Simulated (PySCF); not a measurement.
Static polarisabilities and like-pair C6 coefficients by linear response at B3LYP/def2-SVPD (PySCF, frozen core in the response, non-relativistic, gas phase), PBE0-D3(BJ)/def2-SVP geometries, one conformer each; atomic units unless stated.

```csv
label,species,α,C6
P,`C#C[C@@H]1C[C@H](F)CC=N1` (C7H8FN),87.0,3162
Q,`C/N=C/C(F)(F)F` (C3H4F3N),50.0,1183
R,`C/C=C(C#N)/C=C(/C)F` (C7H8FN),99.3,3514
S,`C(C[C@H](C#N)C)/C=N\[H]` (C6H10N2),82.2,2947
T,`P` (PH3),29.9,297.2
```

**Question.** Estimate the unlike-pair coefficients by the rule C6(AB) = 2·C6(AA)·C6(BB) / [C6(AA)·αB/αA + C6(BB)·αA/αB], and compare with the geometric mean, for PQ, PR, PS, QS, QT, RS, RT and ST.

**Answer.** 
```tsv
pair	combination rule	geometric mean	ratio
PQ	1930	1934	0.998
PR	3323	3333	0.997
PS	3052	3053	1.000
QS	1865	1867	0.999
QT	583.9	592.9	0.985
RS	3202	3218	0.995
RT	1021	1022	0.999
ST	927.5	935.9	0.991
```

The rule is exact for one-pole polarisabilities and never exceeds the geometric mean; the two meet where both partners have the same effective excitation energy. These unlike-pair values are estimates, not computed integrals.
